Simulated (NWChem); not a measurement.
Program: NWChem. System: trisilane (H8Si3), charge 0, spin multiplicity 1, at a geometry optimised with B3LYP/def2-SVP. Level: RHF/def2-TZVP.

Part of the output:

```
             Northwest Computational Chemistry Package (NWChem) 7.3.0
             --------------------------------------------------------

                                NWChem Input Module
                                -------------------

 Scaling coordinates for geometry "geometry" by  1.889725989
 (inverse scale =  0.529177249)

 Turning off AUTOSYM since
 SYMMETRY directive was detected!

                             Geometry "geometry" -> ""
                             -------------------------

 Output coordinates in angstroms (scale by  1.889725989 to convert to a.u.)

  No.       Tag          Charge          X              Y              Z
 ---- ---------------- ---------- -------------- -------------- --------------
    1 Si                  14.0000    -1.95134300    -0.08836400     0.42301100
    2 Si                  14.0000     0.00000000     0.00000000    -0.89949300
    3 Si                  14.0000     1.95134300     0.08836400     0.42301100
    4 H                    1.0000    -3.17207500    -0.13707400    -0.43518200
    5 H                    1.0000    -1.92661600    -1.30387600     1.28991900
    6 H                    1.0000    -2.03018800     1.11785400     1.29962200
    7 H                    1.0000    -0.05451400     1.20778800    -1.78006600
    8 H                    1.0000     0.05451400    -1.20778800    -1.78006600
    9 H                    1.0000     2.03018800    -1.11785400     1.29962200
   10 H                    1.0000     1.92661600     1.30387600     1.28991900
   11 H                    1.0000     3.17207500     0.13707400    -0.43518200

 Effective nuclear repulsion energy (a.u.)     191.3855843288

            Nuclear Dipole moment (a.u.)
            ----------------------------
        X                 Y               Z
 ---------------- ---------------- ----------------
    -0.0000000000    -0.0000000000    -0.0000151178

      Symmetry information
      --------------------

 Group name             C2
 Group number              4
 Group order               2
 No. of unique centers     6

      Symmetry unique atoms

     1    2    4    5    6    7


 Summary of "ao basis" -> "" (spherical)
 ------------------------------------------------------------------------------
       Tag                 Description            Shells   Functions and Types
 ---------------- ------------------------------  ------  ---------------------
 *                         def2-tzvp                  on all atoms
[...]
  ----- ------------  ---------------      ----- ------------  ---------------
    54      0.305507   2 Si pz

 Vector   25  Occ=2.000000D+00  E=-3.848027D-01  Symmetry=b
              MO Center= -2.2D-13, -1.8D-14, -2.0D-01, r^2= 4.3D+00
   Bfn.  Coefficient  Atom+Function         Bfn.  Coefficient  Atom+Function
  ----- ------------  ---------------      ----- ------------  ---------------
    52      0.328663   2 Si px               15     -0.215256   1 Si px
    89     -0.215256   3 Si px

 Vector   26  Occ=0.000000D+00  E= 1.052804D-01  Symmetry=a
              MO Center= -3.3D-14, -5.5D-15,  1.5D-01, r^2= 8.5D+00
   Bfn.  Coefficient  Atom+Function         Bfn.  Coefficient  Atom+Function
  ----- ------------  ---------------      ----- ------------  ---------------
    42      1.656533   2 Si s                 5     -0.964786   1 Si s
    79     -0.964786   3 Si s                20      0.929192   1 Si pz
    94      0.929192   3 Si pz              114      0.690953   4 H  s
   156      0.690953  11 H  s                57      0.683686   2 Si pz
    18     -0.239127   1 Si px               92      0.239127   3 Si px

 Vector   27  Occ=0.000000D+00  E= 1.146547D-01  Symmetry=a
              MO Center= -1.0D-15, -1.9D-17,  3.3D-01, r^2= 1.0D+01
   Bfn.  Coefficient  Atom+Function         Bfn.  Coefficient  Atom+Function
  ----- ------------  ---------------      ----- ------------  ---------------
    42      2.814165   2 Si s                18     -1.367449   1 Si px
    92      1.367449   3 Si px               57      1.016065   2 Si pz
   114     -0.745508   4 H  s               156     -0.745508  11 H  s
     5     -0.536971   1 Si s                79     -0.536971   3 Si s
   132     -0.294152   7 H  s               138     -0.294152   8 H  s

 Vector   28  Occ=0.000000D+00  E= 1.168709D-01  Symmetry=b
              MO Center= -1.4D-12, -6.5D-14, -3.6D-01, r^2= 1.0D+01
   Bfn.  Coefficient  Atom+Function         Bfn.  Coefficient  Atom+Function
  ----- ------------  ---------------      ----- ------------  ---------------
    55      2.148026   2 Si px                5      2.089632   1 Si s
    79     -2.089632   3 Si s                18      1.002141   1 Si px
    92      1.002141   3 Si px               20     -0.390884   1 Si pz
    94      0.390884   3 Si pz              126     -0.389593   6 H  s
   144      0.389593   9 H  s               120     -0.381684   5 H  s

 center of mass
 --------------
 x =   0.00000000 y =   0.00000000 z =  -0.01523210

 moments of inertia (a.u.)
 ------------------
         198.299871768920         -38.855945050143           0.000000000000
         -38.855945050143        1054.549231658299          -0.000000000000
           0.000000000000          -0.000000000000         923.104308693957

  Mulliken analysis of the total density
  --------------------------------------

    Atom       Charge   Shell Charges
 -----------   ------   -------------------------------------------------------
    1 Si  14    13.87   2.00  0.58  1.39  0.81  0.47  4.12  1.73  0.52  1.54  0.41  0.11  0.16  0.02
    2 Si  14    13.92   2.00  0.58  1.39  0.81  0.50  4.12  1.73  0.52  1.59  0.42  0.10  0.15  0.02
    3 Si  14    13.87   2.00  0.58  1.39  0.81  0.47  4.12  1.73  0.52  1.54  0.41  0.11  0.16  0.02
    4 H    1     1.04   0.24  0.56  0.24  0.01
    5 H    1     1.04   0.24  0.56  0.24  0.01
    6 H    1     1.04   0.24  0.56  0.24  0.01
    7 H    1     1.04   0.24  0.56  0.24  0.01
    8 H    1     1.04   0.24  0.56  0.24  0.01
    9 H    1     1.04   0.24  0.56  0.24  0.01
   10 H    1     1.04   0.24  0.56  0.24  0.01
   11 H    1     1.04   0.24  0.56  0.24  0.01

       Multipole analysis of the density wrt the origin
       ------------------------------------------------

     L   x y z        total         open         nuclear
     -   - - -        -----         ----         -------
     0   0 0 0     -0.000000      0.000000     50.000000

     1   1 0 0      0.000000      0.000000     -0.000000
     1   0 1 0      0.000000      0.000000     -0.000000
     1   0 0 1     -0.032426      0.000000     -0.000015

     2   2 0 0    -35.900839      0.000000    508.568818
     2   1 1 0     -0.045523      0.000000     21.609088
     2   1 0 1      0.000000      0.000000      0.000000
     2   0 2 0    -34.904648      0.000000     32.400596
     2   0 1 1     -0.000000      0.000000      0.000000
     2   0 0 2    -35.536364      0.000000    106.272564

 Task  times  cpu:        6.2s     wall:        6.2s

 Total times  cpu:        6.3s     wall:        6.3s
```

Q: Write an NWChem input that would produce this output.

A: This is not unique; one that fits is 
```
start mol
memory heap 200 mb stack 900 mb global 1100 mb
geometry units angstroms nocenter noautoz
  Si    -1.951343    -0.088364     0.423011
  Si     0.000000     0.000000    -0.899493
  Si     1.951343     0.088364     0.423011
  H     -3.172075    -0.137074    -0.435182
  H     -1.926616    -1.303876     1.289919
  H     -2.030188     1.117854     1.299622
  H     -0.054514     1.207788    -1.780066
  H      0.054514    -1.207788    -1.780066
  H      2.030188    -1.117854     1.299622
  H      1.926616     1.303876     1.289919
  H      3.172075     0.137074    -0.435182
  symmetry group C2
end
basis spherical
  * library def2-tzvp
end
scf
  rhf
  nopen 0
  maxiter 100
  thresh 1e-7
  semidirect memsize 60000000 filesize 0
end
task scf energy
```
